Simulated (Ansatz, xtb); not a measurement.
## C5H8BN: which of two isomers lies lower

We compare I, `CB1C=CC=C1N`, a singlet, with II, `CC1=CC=CB1N`, a singlet. Both are isolated molecules in the gas phase, relaxed with B3LYP/def2-SVP; the shapes shown needn't be the lowest conformers.

I (Å):

```yaml
atoms:
  - { symbol: C, position_ang: [-2.8892, 0.8492, -1.3475] }
  - { symbol: C, position_ang: [-0.7422, -0.8548, -2.0745] }
  - { symbol: C, position_ang: [-0.0822, -1.8052, -1.3355] }
  - { symbol: C, position_ang: [-0.5793, -1.9955, 0.0376] }
  - { symbol: C, position_ang: [-1.6241, -1.1416, 0.2496] }
  - { symbol: B, position_ang: [-1.8292, -0.2901, -1.1499] }
  - { symbol: N, position_ang: [-2.3807, -0.9769, 1.3610] }
  - { symbol: H, position_ang: [-3.8740, 0.6104, -0.9062] }
  - { symbol: H, position_ang: [-3.0386, 1.1408, -2.3984] }
  - { symbol: H, position_ang: [-2.5298, 1.7501, -0.8095] }
  - { symbol: H, position_ang: [-0.4777, -0.6129, -3.1048] }
  - { symbol: H, position_ang: [0.7609, -2.4013, -1.7090] }
  - { symbol: H, position_ang: [-0.1561, -2.7168, 0.7406] }
  - { symbol: H, position_ang: [-3.1344, -0.3038, 1.3758] }
  - { symbol: H, position_ang: [-2.2263, -1.5168, 2.2045] }
```

II (Å):

```xyz
15

C    -3.0957    0.1522   -1.8143
C    -1.8923   -0.4822   -1.1856
C    -0.7729   -0.8833   -1.8287
C     0.2400   -1.4822   -0.8993
C    -0.1788   -1.4941    0.3847
B    -1.6224   -0.8407    0.3522
N    -2.4869   -0.6140    1.4214
H    -2.9799    0.2844   -2.9026
H    -3.3062    1.1468   -1.3793
H    -4.0072   -0.4518   -1.6485
H    -0.5917   -0.7968   -2.9066
H     1.2028   -1.8562   -1.2655
H     0.4197   -1.8898    1.2090
H    -3.4003   -0.1861    1.3178
H    -2.2639   -0.8603    2.3792
```

Quicker runs give these differences E(II) − E(I): GFN2-xTB −1.097 eV; HF/STO-3G −1.672 eV (at GFN2-xTB geometries); r2SCAN-D4/def2-SVP −1.287 eV (at GFN2-xTB geometries).

**Question.** Estimate E(II) − E(I) at the level CCSD(T)/def2-SVP + ΔMP2/def2-TZVPP.

**Answer.** Calculated at CCSD(T)/def2-SVP + ΔMP2/def2-TZVPP: E(II) − E(I) = −1.528 eV, so structure II lies lower.

Level by level:

```
                             level        geometry  E(II) − E(I) (eV)  departure from the last row (eV)  job, with rough time for the two
                          GFN2-xTB        GFN2-xTB              −1.097                            +0.432               optimisation, 0.2 s
                         HF/STO-3G        GFN2-xTB              −1.672                            −0.144               single point, 0.4 s
                r2SCAN-D4/def2-SVP        GFN2-xTB              −1.287                            +0.241               single point, 2.9 s
                    B3LYP/def2-SVP  B3LYP/def2-SVP              −1.329                            +0.200                optimisation, 69 s
                       HF/def2-SVP  B3LYP/def2-SVP              −1.433                            +0.095           part of the CCSD(T) run
                      MP2/def2-SVP  B3LYP/def2-SVP              −1.563                            −0.034           part of the CCSD(T) run
                  CCSD(T)/def2-SVP  B3LYP/def2-SVP              −1.586                            −0.058                      single point
CCSD(T)/def2-SVP + ΔMP2/def2-TZVPP  B3LYP/def2-SVP              −1.528                                                  single point, 48 s
```

As drawn, II has 1 C–C, 1 B–N in place of 1 C–B, 1 C–N.

The levels shown agree on the order. The largest departure from CCSD(T)/def2-SVP + ΔMP2/def2-TZVPP is that of GFN2-xTB, 0.432 eV. The last row adds to CCSD(T) the change of the MP2 difference between the two basis sets, here +0.058 eV.

With thermal terms from frequencies at re-optimised GFN2-xTB minima (ideal gas, soft modes damped towards free rotors, one conformer each, 298.15 K, 1 atm): on the last row, ΔE + ΔZPE = −1.461, ΔH = −1.479, ΔG = −1.440 eV.

The correlated steps freeze 7 core orbitals. Run with Ansatz 0.2.0, xtb 6.7.1; the last row on 2 threads of Intel(R) Xeon(R) 6975P-C (Granite Rapids) on a shared host.
